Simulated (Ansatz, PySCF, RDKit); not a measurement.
The same groups moved round the core (n-butane fluoro). Isolated molecules, 0 K electronic values unless said otherwise. One relaxed conformer stands for each flexible species; it need not be the lowest. Strings in code marks are SMILES.

Quantity: electronic energy of isomers of C4H9F relative to `CC[C@@H](C)F` (C–C–C–F torsion 61°), in kcal/mol. Force-field values (RDKit) are differences of steric energies, which aren't made for comparing isomers with other bonds.

Level 1: frozen-core MP2/cc-pVTZ // B3LYP-D3(BJ)/def2-TZVP (Ansatz, an electronic-structure program)
Level 2: PBE/6-31G* // B3LYP-D3(BJ)/def2-TZVP (PySCF)
Level 3: HF/6-31G* // B3LYP-D3(BJ)/def2-TZVP (PySCF)
Level 4: UFF, relaxed from the DFT geometry (RDKit)

| species | level 2 | level 3 | level 4 |
|---|---|---|---|
| `CCCCF` (C–C–C–C torsion 179°, C–C–C–F torsion -64°) | 4.98 | 4.27 | -0.12 |

**Question.** What does level 1 give for each?

**Answer.** 
- `CCCCF` (C–C–C–C torsion 179°, C–C–C–F torsion -64°): 4.41
